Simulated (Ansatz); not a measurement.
Consider the ligand exchange at a Zn–C bond: `S[CH2][ZnH]` + `C[SiH2]O` → `C[SiH2][O][ZnH]` + CH₃SH.

Gas-phase electronic energies from Ansatz, PBE0-D4/def2-TZVP geometries. CCSD(T)/CBS is the MP2 limit (def2-TZVPP, def2-QZVPP) plus CCSD(T) − MP2 in def2-TZVPP, frozen cores. This one scheme is used for every species. Functionals use def2-TZVPP. For Zn outer-core shells are correlated without core-valence functions, which leaves a few kJ/mol of doubt a bond. Scalar relativity is left out up to krypton. One conformer a species, not always the lowest.

| level | ΔE (eV) |
| --- | --- |
| BLYP-D4 | -0.97 |
| PBE0-D4 | -0.92 |
| r2SCANh-D4 | -0.99 |
| revPBE | -0.89 |
| BHLYP | -1.08 |
| LC-ωPBE | -0.99 |
| MP2/def2-SVP | -1.19 |
| HF/def2-QZVPP | -1.24 |

(1) What does CCSD(T)/CBS give? (Estimate.)

Largest T1 diagnostic among the species: 0.015.

Answers

(1) Ansatz gave: -1.00 eV. The listed levels differ from it by 0.03, 0.08, 0.01, 0.11, -0.08, 0.01, -0.19, -0.24 eV.

Leaving LDA and LC-ωPBE aside and taking each functional with its dispersion term where it has one, the values, not all of them listed here, spread over 0.20 eV, from BHLYP-D4 to PBE-D4. LDA lies +0.03 eV from PBE without D4. From PBE to PBE0 (25 % exact exchange), in def2-TZVPP and without D4, ΔE moves by −0.04 eV. At CCSD(T), def2-SVP lies −0.18 eV from the extrapolated value and def2-TZVPP −0.01 eV.
